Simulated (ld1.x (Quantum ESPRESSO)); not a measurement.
**manganese: one change to a TM potential, before and after**

- Element: manganese (Mn)
- Generator: ld1.x (Quantum ESPRESSO) 7.5
- Type: norm-conserving Troullier–Martins (Kleinman–Bylander form)
- Functional: PBEsol
- Relativity: scalar-relativistic
- Frozen core: [Ne]
- Valence charge: 15
- Reference configuration: 3s2 3p6 3d5 4s0 4p0 (charge +2)
- Partial waves: 3s (bound): rc 1.30 bohr; 3d (bound): rc 1.20 bohr; 3p (bound): rc 0.90 bohr
- Local potential: the p channel
- Core correction: none

Change: local potential the s channel.

Cutoffs: the cutoffs (Ry, on a coarse ladder) from which the occupation-weighted sum of valence levels, in a spherical-Bessel basis at the reference potential, stays within 10 and 1 mRy of its value at 400 Ry; they do not see the model core or the augmentation charge, which bear on the density cutoff. Errors are all-electron minus pseudo energies relative to the spin-unpolarised reference configuration.

How do hardness, ghosts and transferability respond?

The potential gets neither clearly harder nor softer (140 Ry and 230 Ry → 140 Ry and 230 Ry); of the 7 tests that both files solve, the error grows in 7 and shrinks in 0 by more than 15 % and 0.3 meV (median size 448.4 → 981.5 meV); the range in which the s phases agree narrows (upper end -0.4 → -1.9); the range in which the p phases agree narrows (upper end 4.6 → 1.0); neither file shows a bound ghost.

```csv
quantity,base,changed
"cutoff, loose",140 Ry,140 Ry
"cutoff, tight",230 Ry,230 Ry
bound ghosts,none,none
"error for 3s2 3p6 3d5 4s2 4p0, meV [ΔE -23.94 eV]",+521,+1143
"error for 3s2 3p6 3d5 4s1 4p0, meV [ΔE -15.51 eV]",+342,+747
"error for 3s2 3p6 3d4 4s0 4p0, meV [ΔE 32.48 eV]",+8.9,+33
"error for 3s2 3p6 3d6 4s0 4p0, meV [ΔE -17.17 eV]",-0.2,+12
"error for 3s2 3p6 3d4 4s2 4p1, meV [ΔE -16.12 eV]",+816,+1827
"error for 3s2 3p5 3d5 4s2 4p0, meV [ΔE 37.93 eV]",+964,+2060
"error for 3s2 3p6 3d5 4s1.5 4p0, meV [ΔE -20.57 eV]",+448,+981
s: phases at 1.40 bohr within 0.05 rad from the reference energy up to (Ry; the scan ends near 5),-0.4,-1.9
p: phases at 1.40 bohr within 0.05 rad from the reference energy up to (Ry; the scan ends near 5),4.6,1.0
d: phases at 1.40 bohr within 0.05 rad from the reference energy up to (Ry; the scan ends near 5),to the end of the scan,4.1
```
